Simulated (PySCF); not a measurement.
## How methods differ on the ionisation energy of Cd

Cd [Kr] 4d10 5s2 (1S) → Cd⁺ [Kr] 4d10 5s1 (2S), as a difference of total energies. Computed with PySCF 2.14 in aug-cc-pVDZ-PP with ECP28MDF, with a scalar-relativistic core potential. Correlated levels: valence: 4s2 4p6 frozen. The calculations carry no spin-orbit coupling.

```tsv
method	ionisation energy (eV)	error (eV)
UHF	7.401	-1.593
LDA	9.599	+0.605
PBE0	8.913	-0.081
MP2 (valence)	8.871	-0.123
SCS-MP2 (valence)	8.847	-0.147
```

Reference: 8.994 eV (measured; NIST Atomic Spectra Database, ionization energies).

Errors of the correlated levels include the incompleteness of this basis and the frozen core.
